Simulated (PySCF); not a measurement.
**A thermochemical cycle for Cs2**

PBE0 in PySCF with def2-SVP on every atom (core potentials on Cs), for the lowest determinant that a PBE0 search found; no spin–orbit coupling. Cs2, a singlet (closed shell), has De = 0.40 eV to neutral atoms, and Cs₂⁺, a doublet (σ ↑), has De = 0.71 eV to Cs⁺ + Cs.

The adiabatic ionisation energy of Cs2, between the minima, is 3.59 eV.

Q: Which ionisation energy of the Cs atom does this level give?

A: IE(Cs) = IE(molecule) + De(ion) − De(neutral) = 3.59 + 0.71 − 0.40 = 3.90 eV; the measured value is 3.894 eV (NIST ASD).

Closed-shell solutions of metal pairs were not tested for spin polarisation, which can lower them a little. Weak bonds: Cs2. Basis-set superposition, not corrected here, can be much of De in a small basis, most of all at correlated wavefunction levels. Spin–orbit coupling is left out. States were picked by a PBE0 search and need not be the measured ground states.
